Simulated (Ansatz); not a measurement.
`[CH3][W](=[NH])(=[NH])[OH]` + HCl → `[CH3][W](=[NH])(=[NH])[Cl]` + H₂O  (ligand exchange at a W–O bond)

Program: Ansatz. Geometries: PBE0-D4/def2-TZVP. ΔE: electronic, gas phase. CCSD(T)/CBS is the MP2 limit (def2-TZVPP, def2-QZVPP) plus CCSD(T) − MP2 in def2-TZVPP, frozen cores. This one scheme is used for every species. DFT in def2-TZVPP. def2 core potentials past Kr. For W outer-core shells are correlated without core-valence functions, which leaves a few kJ/mol of doubt a bond. One conformer a species, not always the lowest.

`[CH3][W](=[NH])(=[NH])[OH]`:

```xyz
11

C     0.486    0.385   -1.509
W    -0.025   -0.074    0.499
N    -1.276   -1.289    0.346
N    -0.601    1.448    1.142
O     1.503   -0.709    1.436
H    -0.372    0.771   -2.062
H     0.845   -0.516   -2.014
H     1.272    1.147   -1.518
H    -2.216   -1.639    0.449
H    -1.235    2.108    1.561
H     1.620   -1.632    1.671
```

HCl:

Cartesian coordinates in Å:
```
Cl -0.423 0.460 -0.136
H 0.423 -0.460 0.136
```

`[CH3][W](=[NH])(=[NH])[Cl]`:

Z-matrix (Å, degrees):
```
C
W 1 2.112
H 1 1.095 2 108.5
H 1 1.090 2 113.0 3 120.4
H 1 1.095 2 108.6 3 -119.2
N 2 1.743 1 103.3 3 -178.7
N 2 1.743 1 103.3 3 -62.1
Cl 2 2.293 1 112.6 3 59.6
H 6 1.008 2 155.0 1 118.7
H 7 1.008 2 155.0 1 -118.7
```

H₂O:

Z-matrix (Å, degrees):
```
O
H 1 0.960
H 1 0.960 2 105.1
```

| level | ΔE (kJ/mol) |
| --- | --- |
| PBE0 | -37.7 |
| HF/def2-SVP | -33.5 |

What does CCSD(T)/CBS give? (An estimate is asked.)

Ansatz gave: -42.0 kJ/mol. The listed levels differ from it by 4.3, 8.5 kJ/mol.

Largest T1 diagnostic among the species: 0.020, so the coupled-cluster value is less sure than usual.

Leaving LDA and LC-ωPBE aside and taking each functional with its dispersion term where it has one, the values, not all of them listed here, spread over 17.0 kJ/mol, from PBE-QIDH to CAM-B3LYP-D4. LDA lies +3.9 kJ/mol from PBE without D4. From PBE to PBE0 (25 % exact exchange), in def2-TZVPP and without D4, ΔE moves by −3.3 kJ/mol.
